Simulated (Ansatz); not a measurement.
Start from `[F][Ge][SH]` and change one atom or group to get `[SH][Ge][Cl]`.

Ansatz, PBE0-D4/def2-TZVP geometries, multiplicity 1. Each molecule was computed in one conformer, which needn't be the lowest.

Scalar relativity is left out up to krypton.

```json
{"property": "size of the dipole moment (ωB97M-V/def2-TZVPP) / D", "`[F][Ge][SH]`": "2.58"}
{"property": "LUMO energy (PBE/def2-TZVPP) / eV", "`[F][Ge][SH]`": "-3.16"}
{"property": "LUMO energy (B3LYP/def2-TZVPP) / eV", "`[F][Ge][SH]`": "-2.65"}
{"property": "HOMO energy (PBE0/def2-TZVPP) / eV", "`[F][Ge][SH]`": "-7.62"}
{"property": "HOMO–LUMO gap (ωB97M-V/def2-TZVPP) / eV", "`[F][Ge][SH]`": "9.18"}
{"property": "HOMO energy (B3LYP/def2-TZVPP) / eV", "`[F][Ge][SH]`": "-7.43"}
```

(1) Give the same properties after the change, and the shifts. (An estimate is asked.)

Answers

(1) Computed: 
```tsv
property	`[SH][Ge][Cl]`	shift
size of the dipole moment (ωB97M-V/def2-TZVPP) / D	1.05	-1.53
LUMO energy (PBE/def2-TZVPP) / eV	-3.41	-0.25
LUMO energy (B3LYP/def2-TZVPP) / eV	-2.89	-0.24
HOMO energy (PBE0/def2-TZVPP) / eV	-7.59	0.03
HOMO–LUMO gap (ωB97M-V/def2-TZVPP) / eV	8.85	-0.33
HOMO energy (B3LYP/def2-TZVPP) / eV	-7.38	0.05
```

Dipoles are sizes alone; their direction can turn.

B3LYP here is the variant with VWN-RPA as its local correlation; programs differ in this.
